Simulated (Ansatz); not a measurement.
Consider the redistribution: `[CH3][Al]([OH])[O][SiH3]` + `BN(C)[SiH2]S` → `[OH][Al]([SH])[O][SiH3]` + `BN(C)[SiH2]C`.

Computed with Ansatz on PBE0-D4/def2-TZVP structures; ΔE is electronic, products minus reactants. CBS: MP2 limit from def2 TZ/QZ plus the TZ coupled-cluster correction, frozen cores. Functionals use def2-TZVPP. B3LYP here is the variant with VWN-RPA as its local correlation; programs differ in this. Each species was taken in one conformer, which may not be the lowest.

`[CH3][Al]([OH])[O][SiH3]`:

```xyz
12

C     0.245   -2.255   -0.003
Al    0.439   -0.473    0.720
O     1.220   -0.256    2.207
O    -0.157    0.879   -0.095
Si   -0.772    2.055   -1.022
H     0.775   -2.994    0.601
H    -0.808   -2.546   -0.045
H     0.628   -2.309   -1.026
H     1.341    0.599    2.615
H    -2.190    2.314   -0.652
H     0.001    3.314   -0.842
H    -0.722    1.672   -2.460
```

`BN(C)[SiH2]S`:

```xyz
13

B    -0.383    0.316   -1.548
N    -0.351   -0.070   -0.207
C    -1.370   -0.953    0.356
Si    0.887    0.369    0.952
S     2.270    1.833    0.292
H    -1.276   -0.083   -2.243
H     0.474    1.026   -1.984
H    -2.081   -1.232   -0.421
H    -0.923   -1.868    0.759
H    -1.916   -0.460    1.167
H     1.583   -0.882    1.353
H     0.233    0.968    2.143
H     2.854    1.036   -0.619
```

`[OH][Al]([SH])[O][SiH3]`:

```xyz
10

O     0.354    2.211   -1.175
Al    0.721    1.031   -0.029
S     2.381    1.283    1.350
O    -0.211   -0.355    0.040
Si   -1.302   -1.542   -0.165
H     0.837    3.028   -1.279
H     2.143    0.096    1.936
H    -0.994   -2.311   -1.400
H    -2.672   -0.976   -0.276
H    -1.256   -2.465    0.999
```

`BN(C)[SiH2]C`:

Cartesian coordinates in Å:
```
B 0.652 -0.445 1.945
N 0.595 -0.034 0.613
C 1.651 -0.368 -0.335
Si -0.749 0.904 -0.020
C -1.723 -0.069 -1.279
H 1.593 -1.087 2.323
H -0.240 -0.151 2.688
H 1.276 -1.001 -1.145
H 2.449 -0.906 0.176
H 2.074 0.535 -0.786
H -1.604 1.305 1.122
H -0.182 2.116 -0.678
H -2.547 0.536 -1.666
H -2.145 -0.972 -0.831
H -1.102 -0.364 -2.127
```

| level | ΔE (kcal/mol) | difference from CCSD(T)/CBS |
| --- | --- | --- |
| PBE-D4 | -10.6 | 1.6 |
| r2SCAN-D4 | -11.9 | 0.3 |
| PBE0-D4 | -11.6 | 0.6 |
| B3LYP-D4 | -11.6 | 0.6 |
| ωB97X-V | -12.0 | 0.2 |
| ωB97M-V | -11.5 | 0.7 |
| B2PLYP | -12.0 | 0.2 |
| PBE | -10.6 | 1.6 |
| r2SCAN | -11.9 | 0.3 |
| PBE0 | -11.6 | 0.6 |
| B3LYP | -11.7 | 0.5 |
| HF/def2-TZVPP | -14.4 | -2.2 |
| MP2/def2-TZVPP | -12.3 | -0.1 |
| SCS-MP2/def2-TZVPP | -12.5 | -0.3 |
| CCSD/def2-TZVPP | -12.8 | -0.6 |
| CCSD(T)/def2-TZVPP | -12.4 | -0.2 |
| HF/def2-QZVPP | -14.4 | -2.2 |
| MP2/def2-QZVPP | -12.1 | 0.1 |
| SCS-MP2/def2-QZVPP | -12.5 | -0.3 |
| HF/CBS(def2) | -14.4 | -2.2 |
| MP2/CBS(def2) | -12.1 | 0.1 |
| CCSD/CBS(def2) | -12.6 | -0.4 |
| CCSD(T)/CBS | -12.2 | 0 |

Largest T1 diagnostic among the species: 0.012.

In def2-TZVPP, CCSD(T) changes the Hartree–Fock value by +2.0 kcal/mol (the triples alone add +0.3 kcal/mol) and MP2 by +2.1 kcal/mol. From PBE to PBE0 (25 % exact exchange), in def2-TZVPP and without D4, ΔE moves by −0.9 kcal/mol.
